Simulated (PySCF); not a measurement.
# Worked example: chemical shift, span and skew from a shielding tensor

Al(Cl)(OH)(SeH) (AlClH2OSe), SMILES [SeH][Al]([OH])[Cl]. Atoms are numbered in the order given.

```xyz
6

Al     0.4340    -0.6304     0.0000
Cl    -0.9724    -2.1915     0.0000
O      2.1016    -0.9255     0.0000
H      2.5356    -1.7830     0.0000
Se    -0.2818     1.5481     0.0000
H      1.1196     2.0024     0.0000
```
Charge 0, spin multiplicity 1.

Coordinates come from a r2SCAN-D4/def2-SVP optimisation. The structure was generated by enumeration; whether it is a known compound was not checked. Other conformers were not sampled.

GIAO shieldings from PBE/pcSseg-1 (PySCF), non-relativistic, no solvent. The symmetric part of the tensor of Se5 has the principal values 2037.4, 2152.6, 2553.4 ppm. The same nucleus in Me2Se has σ = 1634.8 ppm at this level (PySCF, at its B3LYP-D3(BJ)/def2-TZVP geometry). Without spin–orbit terms, shifts of atoms bonded to Cl or Br come out too high.

Work out the isotropic shielding, the ⁷⁷Se shift against Me2Se, the span and the skew.


σ(iso) = (σ11 + σ22 + σ33)/3 = 2247.8 ppm. δ = σ(ref) − σ(iso) = 1634.8 − (2247.8) = -613.0 ppm.
Span Ω = σ33 − σ11 = 516.0 ppm. Skew κ = 3(σ(iso) − σ22)/Ω = 0.55. Tumbling in solution averages the tensor to δ; in a static solid the shielding alone would spread this spin-1/2 line over Ω.
